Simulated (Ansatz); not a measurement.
```yaml
crystal:
  periodic: [false, false, false]
  atoms:
    - {symbol: Mg, position_ang: [-0.579736, 0.398596, 1.064121]}
    - {symbol: Mg, position_ang: [-0.631627, -2.782084, 1.009193]}
    - {symbol: Mg, position_ang: [0.955669, -1.276477, -0.414548]}
    - {symbol: Mg, position_ang: [-0.061859, 1.270884, -1.690745]}
    - {symbol: H, position_ang: [-0.769238, 2.023772, -2.780376]}
    - {symbol: H, position_ang: [-1.358563, -1.209963, 2.170578]}
    - {symbol: H, position_ang: [-0.729833, -0.306127, -0.457535]}
    - {symbol: H, position_ang: [1.306880, -0.460210, 1.198367]}
    - {symbol: H, position_ang: [-0.544075, 2.159068, 0.486636]}
    - {symbol: H, position_ang: [1.761827, -0.019915, -1.500432]}
basis:
  gaussian: {orbitals: aug-cc-pVDZ, point_charges: [{charge: 0.50, position_ang: [5.394, 0.815, -0.533]}]}
magnetization: {spin_polarized: true, initial_magnetization: 2}
hamiltonian: {xc: {name: HF}}
correlation: {method: mp2, electrons: all}
scf: {lower_state_search: full}
output: {forces: true}
```

```sh
$ ansatz run in.yaml --threads 4 --pin off --events-out ev --progress --plain --max-ram 3916MiB
```

Output, abridged:

```
Functional definition: HF
1550 factors; integrals over basis functions are off by at most 4.3e-4 eV
mean field evaluation 1: about -21814.3993 eV, gradient 1.2e1 eV
mean field evaluation 2: about -21814.4055 eV, gradient 1.2e1 eV
mean field evaluation 4: about -21817.9475 eV, gradient 2.3e0 eV
mean field evaluation 8: about -21818.2456 eV, gradient 2.2e-1 eV
mean field evaluation 16: about -21818.1657 eV, gradient 9.4e-1 eV
mean field -21818.24941766 eV, -801.8058771584 hartree, gradient 2.2e-6 eV, S^2 2.003942; 2 other end points of the search recorded, 0 dependent functions left out
reference -21818.24941766 eV, -801.8058771584 hartree; 28, 26 occupied and 134, 136 virtual orbitals, 1550 factors
second order -5.81127457 eV of doubles, -0.00000000 eV of singles
Total energy: -21824.06069223 eV, -802.0194375597 hartree
Atom 0 at    -0.579736     0.398596     1.064121 Å, force     0.011243     0.222204     1.976537 eV/Å
Atom 1 at    -0.631627    -2.782084     1.009193 Å, force    -1.450902    -0.712709     1.615890 eV/Å
Atom 2 at     0.955669    -1.276477    -0.414548 Å, force     1.581775     1.066212    -1.233506 eV/Å
Atom 3 at    -0.061859     1.270884    -1.690745 Å, force     1.276715    -1.323084     2.428081 eV/Å
Atom 4 at    -0.769238     2.023772    -2.780376 Å, force    -1.006889     1.158149    -1.882310 eV/Å
Atom 5 at    -1.358563    -1.209963     2.170578 Å, force     0.543423     0.333858    -1.057211 eV/Å
Atom 6 at    -0.729833    -0.306127    -0.457535 Å, force     0.220551    -0.501095    -1.279862 eV/Å
Atom 7 at     1.306880    -0.460210     1.198367 Å, force    -0.653478     0.072293    -0.055412 eV/Å
Atom 8 at    -0.544075     2.159068     0.486636 Å, force     0.222112    -0.714636    -0.300115 eV/Å
Atom 9 at     1.761827    -0.019915    -1.500432 Å, force    -0.694940     0.397129    -0.202652 eV/Å
Dipole moment:    -0.085538    -0.339886     0.140274 e Å
```

Hardware: 4 threads of Arm Neoverse V1 on a shared host. Wall time 15 s, peak host memory 0.87 GiB.

Correlated methods freeze no core orbitals; core or outer-core shells of Mg are correlated, in sets that lack core-valence functions.
